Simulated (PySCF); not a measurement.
Polarisability and C₆ of C⁻ (carbon, charge -1)

[He] 2s2 2p3, high-spin 4S determinant. All numbers are calculated (PySCF 2.14, no relativity, point nucleus, in dyall-av3z). Coupled (time-dependent) response in atomic units; α is the mean over directions.

```tsv
method	mean α (bohr³)	C₆ (like pair)	S(−4)
UHF	38.69	268.5	1173
```

S(−4) is the Cauchy moment in α(ω) = α(0) + S(−4) ω² + …

α(iu) at UHF:

```csv
u (hartree),α(iu) (bohr³)
0,38.69
0.0500,36.09
0.100,30.82
0.200,21.72
0.300,15.77
0.500,9.040
0.750,5.184
1.00,3.339
1.50,1.716
2.00,1.044
3.00,0.5062
5.00,0.1989
```

A single London oscillator, α(iu) = α/(1 + u²/ω²), gives C₆ = (3/4) ω α². Matching the computed C₆ needs ω = 4 × 268.5 / (3 × 38.69²) = 0.239 hartree.

For an ion, C₆ is the dispersion term alone; charge-induced terms of lower order in 1/R come first.
